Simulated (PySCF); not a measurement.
Two-component Hartree-Fock for Rh⁴¹⁺ (rhodium, charge +41)

Start: [He] 2s2. Calculated with PySCF 2.14 in an even-tempered Gaussian basis (17 s from 20 bohr⁻², ratio 2.4; 12 p from 26 bohr⁻², ratio 2.4; 5 d from 83 bohr⁻², ratio 2.6; 4 f from 120 bohr⁻², ratio 2.6): generalised Hartree-Fock with the X2C-1e Hamiltonian and a Gaussian nucleus; one run each with spin-orbit coupling (SO) switched off, then screened by Boettger's factors.

| spinor shell | electrons | ε, spin-free (eV) | ε, screened SO (eV) | weight of nominal j (screened SO) | rms radius, screened SO (bohr) |
| --- | --- | --- | --- | --- | --- |
| 1s1/2 | 2 | -27031.4 | -27031.4 | 1.000 | 0.0371 |
| 2s1/2 | 2 | -6442.0 | -6442.0 | 1.000 | 0.144 |

| quantity | spin-free | screened SO |
| --- | --- | --- |
| E (hartree) | -2533.16203 | -2533.16203 |
| M_J | 0 | 0 |
| ⟨J²⟩ | 0.000 | 0.000 |
| ⟨L²⟩ | 0.000 | 0.000 |
| ⟨S²⟩ | 0.000 | 0.000 |

Breit and QED terms are absent; they matter most for the inner s and p1/2 levels.

Densities and radii are taken from the X2C orbitals without a picture-change correction, which distorts them close to the nucleus.

Without spin-orbit coupling the j labels of p, d and f shells carry no meaning; the spin-free column gives the mean over the occupied spinors of each nl shell.
